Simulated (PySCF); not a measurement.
Si(Br)2(OH)2 (Br2H2O2Si), SMILES O[Si](O)(Br)Br. Atoms are numbered in the order given.

```xyz
7

O     -0.0773     1.3786     1.5867
Si     0.0000     0.0000     0.6888
O      0.0773    -1.3786     1.5867
Br    -1.8345     0.0060    -0.5579
Br     1.8345    -0.0060    -0.5579
H      0.7423     1.6648     2.0109
H     -0.7423    -1.6648     2.0109
```

Coordinates come from a B3LYP-D3(BJ)/def2-SVP optimisation. Other conformers were not sampled.

Calculation: KT2/pcSseg-1 run with PySCF.

GIAO shieldings, no solvent; atoms alike by connectivity are averaged. δ = σ(ref) − σ: ¹⁷O against H2O (σ = 330.4 ppm); ²⁹Si against TMS (σ = 361.9 ppm); ¹H against TMS (σ = 31.47 ppm), references at their B3LYP-D3(BJ)/def2-TZVP geometries, non-relativistic (without spin–orbit terms, shifts of atoms bonded to Cl or Br come out too high).

Computed chemical shifts:
```
nucleus   atoms  count  δ (ppm)
-------  ------  -----  -------
¹⁷O      O1, O3      2    120.8
²⁹Si        Si2      1     -2.9
¹H       H6, H7      2     3.16
```
